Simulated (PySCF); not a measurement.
Ionisation energy of Pd⁺ by level of theory

Pd⁺ [Kr] 4d9 (2D) → Pd²⁺ [Kr] 4d8 (3F), as a difference of total energies. Computed with PySCF 2.14 in def2-TZVPPD with the def2 core potential (28 electrons) (6s4p3d2f1g, 56 functions), with scalar relativity through the core potential. Correlated levels: valence: 4s2 4p6 frozen; valence and next inner shell: nothing frozen outside the core potential. The calculations carry no spin-orbit coupling.

```
                                method  ionisation energy (eV)
                                   UHF                  17.425
                                   LDA                  20.214
                                   PBE                  19.727
                                  PBE0                  19.449
                                r2SCAN                  19.250
                                  BLYP                  19.671
                               r2SCANh                  19.206
                                 B97-3                  19.454
                                  BP86                  19.814
                         MP2 (valence)                  19.340
                     SCS-MP2 (valence)                  19.207
    MP2 (valence and next inner shell)                  19.443
SCS-MP2 (valence and next inner shell)                  19.198
```

Task: How much does correlation contribute at MP2 (valence and next inner shell)?

Result: 19.443 − (17.425) = 2.018 eV, measured against UHF.

The reference lies between the lowest fine-structure levels, while these numbers refer to the centres of the terms.

Errors of the correlated levels include the incompleteness of this basis and the frozen core.

For comparison: 19.43 ± 0.12 eV (semi-empirical (NIST evaluation); NIST Atomic Spectra Database, ionization energies).
